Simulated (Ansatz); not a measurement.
C8H10 can be A, `Cc1ccc(C)cc1`, or B, `Cc1cccc(C)c1`.

Computed with Ansatz on PBE0-D4/def2-TZVP structures; ΔE is electronic, products minus reactants. CCSD(T)/CBS is the MP2 limit (def2-TZVPP, def2-QZVPP) plus CCSD(T) − MP2 in def2-TZVPP, frozen cores. DFT in def2-TZVPP. B3LYP here is the variant with VWN-RPA as its local correlation; programs differ in this.

A:

```xyz
18

C    -1.742   -0.410    2.295
C    -0.837   -0.188    1.122
C    -1.164    0.725    0.124
C    -0.344    0.907   -0.977
C     0.838    0.188   -1.122
C     1.742    0.410   -2.295
C     1.164   -0.725   -0.124
C     0.344   -0.907    0.977
H    -2.475   -1.196    2.083
H    -2.299    0.495    2.546
H    -1.180   -0.720    3.178
H    -2.079    1.303    0.210
H    -0.627    1.626   -1.740
H     2.468    1.204   -2.088
H     1.178    0.709   -3.181
H     2.307   -0.491   -2.539
H     2.079   -1.303   -0.210
H     0.627   -1.626    1.740
```

B:

Z-matrix (Å, degrees):
```
C
C 1 1.498
H 1 1.092 2 111.4
H 1 1.095 2 110.9 3 119.5
H 1 1.092 2 111.4 3 -121.0
C 2 1.391 1 120.7 3 152.0
C 2 1.391 1 120.9 3 -29.4
C 6 1.391 2 122.0 1 178.5
H 6 1.087 2 119.0 1 -1.5
C 7 1.386 2 120.4 1 -178.2
H 7 1.085 2 119.6 1 1.6
C 8 1.499 6 120.7 2 178.5
C 8 1.391 6 118.4 2 -0.2
H 10 1.084 7 119.8 2 179.8
H 12 1.092 8 111.4 6 31.3
H 12 1.092 8 111.4 6 152.3
H 12 1.095 8 110.9 6 -88.2
H 13 1.085 8 119.6 6 -179.7
```

(1) Which is lower in electronic energy at CCSD(T)/CBS, and by how much? (Estimate.)

(2) Give E(B) − E(A) in kJ/mol with B3LYP-D4, LDA (SPW92), PBE-D4, CCSD/def2-TZVPP, BLYP-D4, r2SCAN-D4, ωB97M-V. (Best estimate.)

Largest T1 diagnostic: 0.010.

Results:

(1) The calculation gave: B, by 0.6 kJ/mol. So small a gap doesn't settle the order.

(2) Computed: B3LYP-D4 -0.5, LDA (SPW92) -0.7, PBE-D4 -0.4, CCSD/def2-TZVPP -0.7, BLYP-D4 -0.4, r2SCAN-D4 -0.7, ωB97M-V -0.7. None reverses the order clearly.

Leaving LDA and LC-ωPBE aside and taking each functional with its dispersion term where it has one, the values, not all of them listed here, spread over 0.4 kJ/mol, from B97M-V to revPBE-D4.
